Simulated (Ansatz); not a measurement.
Molecule: sum formula AlN2H4Cl (charge 0, singlet). 
Geometry from a B3LYP-D3(BJ)/def2-TZVP (Ansatz, a program for electronic structure) optimisation:
```xyz
8

N      1.5438    -1.2244     0.2724
Al    -0.0016    -0.3959     0.1083
N     -1.5537    -1.1808     0.3852
Cl     0.0067     1.6358    -0.4473
H      1.6689    -2.1895     0.5311
H      2.4347    -0.7815     0.1155
H     -2.4409    -0.7129     0.2931
H     -1.6867    -2.1423     0.6533
```
Charge 0, spin multiplicity 1.

Basis-set convergence of Hartree-Fock and CCSD correlation energies (hartree) with Ansatz. Cores are frozen in the correlated levels unless marked. Spin-orbit coupling is left out. No relativistic terms.

```csv
basis,functions,E(HF),"E(corr, CCSD)"
cc-pV(D+d)Z,94,-812.82007,-0.57850
cc-pV(T+d)Z,194,-812.89079,-0.72784
cc-pV(Q+d)Z,358,-812.90671,-0.77741
```

Extrapolating the two largest sets (X = 3 and 4) as X^-3: E(corr) = (64·(-0.77741) - 27·(-0.72784))/37 = -0.8136 Eh, an estimate of the basis-set limit. The largest set recovers 95.6 % of it, the smallest 71.1 %.
